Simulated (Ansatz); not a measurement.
Consider the formal exchange of groups at a B–Cl bond: `ClB[TeH]` + `C[CH2][InH2]` → `[InH2][BH][TeH]` + `CCCl`.

Program: Ansatz. Geometries: PBE0-D4/def2-TZVP. ΔE: electronic, gas phase. CBS: MP2 limit from def2 TZ/QZ plus the TZ coupled-cluster correction, frozen cores. DFT in def2-TZVPP. HSE06 is defined as in plane-wave codes. Elements past krypton have def2 core potentials. For In, Te outer-core shells are correlated without core-valence functions, which leaves a few kJ/mol of doubt a bond.

| level | ΔE (kcal/mol) |
| --- | --- |
| ωB97M-V | 24.1 |
| PBE | 22.7 |
| HSE06 | 22.8 |
| BHLYP | 23.4 |

**Question.** What does CCSD(T)/CBS give? (Estimate.)

**Answer.** Computed: +23.0 kcal/mol. The listed levels differ from it by 1.1, -0.3, -0.2, 0.4 kcal/mol.

**Question.** What do rigid-rotor, harmonic-oscillator terms from PBE0-D4/def2-TZVP frequencies (298.15 K, 1 bar) make of the CCSD(T)/CBS value? (Estimate.)

**Answer.** Computed: ΔZPE = +0.7 kcal/mol, ΔH = +23.6 kcal/mol, ΔS = -4 J/(mol·K), ΔG = +23.9 kcal/mol.

Largest T1 diagnostic among the species: 0.016.

At CCSD(T), def2-SVP lies +3.4 kcal/mol from the extrapolated value and def2-TZVPP +0.4 kcal/mol. Leaving LDA and LC-ωPBE aside and taking each functional with its dispersion term where it has one, the values, not all of them listed here, spread over 1.3 kcal/mol, from PBE-D4 to ωB97M-V.
